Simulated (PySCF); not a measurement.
Compound: C4H10OSi.
Numbering: `[CH3:1][CH2:2][O:3][C@H:4]1[CH2:5][SiH2:6]1` (hydrogens: H7, H8, H9 on C1; H10, H11 on C2; H12 on C4; H13, H14 on C5; H15, H16 on Si6)

Cartesian coordinates in Å at the GFN2-xTB level; atoms count from 1:
```xyz
16
C4H10OSi angstrom
C      2.5388   -0.4186    0.5004
C      1.3530    0.0834   -0.3069
O      0.2108   -0.6588    0.0473
C     -0.9514   -0.2167   -0.5914
C     -2.2451   -0.6454    0.0911
Si    -1.9399    1.2111    0.1774
H      2.3393   -0.2999    1.5619
H      3.4320    0.1414    0.2376
H      2.7040   -1.4730    0.2966
H      1.1713    1.1539   -0.1074
H      1.5499   -0.0247   -1.3861
H     -0.9079   -0.3460   -1.6749
H     -2.0944   -1.2478    0.9753
H     -3.0031   -1.0609   -0.5576
H     -2.7041    2.0665   -0.7108
H     -1.4609    1.7445    1.4361
```

Computed, not measured: TDDFT PBE0/def2-SVPD, vertical, gas phase, core orbitals frozen in the response (PySCF 2.14.0, density-fitted response routines).

Orbital energies (eV): HOMO-3 -9.54, HOMO-2 -8.34, HOMO-1 -8.11, HOMO -6.34, LUMO 0.16, LUMO+1 0.77, LUMO+2 1.02.

**Question.** Among the lowest singlets, which states do these configurations lead, and at what energies: HOMO→LUMO+1, HOMO→LUMO+2, HOMO→LUMO?

**Answer.** 

| state | leading configuration | weight | Δε (eV) | E (eV) | E − Δε (eV) | f | other configurations |
| --- | --- | --- | --- | --- | --- | --- | --- |
| S1 | HOMO→LUMO | 0.91 | 6.50 | 5.64 | -0.86 | 0.150 | – |
| S2 | HOMO→LUMO+1 | 0.76 | 7.11 | 5.88 | -1.22 | 0.016 | H→L+2 (18%) |
| S4 | HOMO→LUMO+2 | 0.68 | 7.35 | 6.28 | -1.07 | 0.089 | H→L+1 (17%) |

E − Δε runs from -1.22 to -0.86 eV. Among themselves, these states come in the order of their orbital differences. Δε is the difference of the two orbital energies.

H and L stand for HOMO and LUMO. The other states: S3 6.15 eV, f 0.0066, H→L+3 (73%), H→L+2 (12%), H→L+4 (9%); S5 6.72 eV, f 0.0027, H→L+4 (78%), H→L+3 (14%); S6 6.91 eV, f 0.0028, H→L+5 (75%), H-1→L (15%); S7 7.08 eV, f 0.012, H-1→L (52%), H→L+6 (26%); S8 7.24 eV, f 0.0038, H→L+6 (52%), H-2→L (32%).

**Question.** Which computed triplets share their leading configuration (75% or more) with a singlet, and how far apart are the partners?

**Answer.** 

| configuration | triplet | E(T) (eV) | singlet | E(S) (eV) | E(S) − E(T) (eV) |
| --- | --- | --- | --- | --- | --- |
| HOMO→LUMO | T1 | 4.40 | S1 | 5.64 | +1.24 |
| HOMO→LUMO+1 | T3 | 5.68 | S2 | 5.88 | +0.20 |

The 3 triplets are Tamm–Dancoff values, the singlets full response.

Summed over the main configurations (up to three a state, each over 8%) of all 8 singlets, the electron leaves HOMO with weight 6.08, HOMO-1 with weight 0.67 and HOMO-2 with weight 0.32.

One conformer stands for the species.
